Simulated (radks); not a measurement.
Results of a calculation; reference values are marked as such.
The arsenic anion As3-, [Kr], held by a Watson sphere: a shell of charge +3 at radius R that stands for the Madelung well of a crystal (potential energy -3/R inside, -3/r outside, in hartree with lengths in bohr). Level of theory: scalar-relativistic Kohn-Sham, PBE, spin-polarised, spherical densities, point nucleus (a radial shooting solver on a logarithmic mesh with Libxc functionals). Response by self-consistent Sternheimer equations with the Hartree and adiabatic LDA kernel, the relativistic mass of each level held fixed and spin-orbit coupling left out. The sphere does not respond.

R (bohr),e(3d) (eV),e(4s) (eV),e(4p) (eV),<r> 4p (bohr),sum of <r^2> (bohr^2),X-ray form factor at sin(theta)/lambda = 0.3 1/angstrom,alpha (bohr^3)
3.57,-37.509,-12.984,-5.144,2.976,82.95,22.601,91.00
4.9,-36.865,-11.326,-3.484,3.481,109.6,22.658,224.2
4.99,-36.834,-11.258,-3.401,3.514,111.5,22.659,237.5
5.11,-36.794,-11.173,-3.295,3.558,114.2,22.660,256.2
5.2,-36.766,-11.114,-3.220,3.591,116.2,22.661,271.1
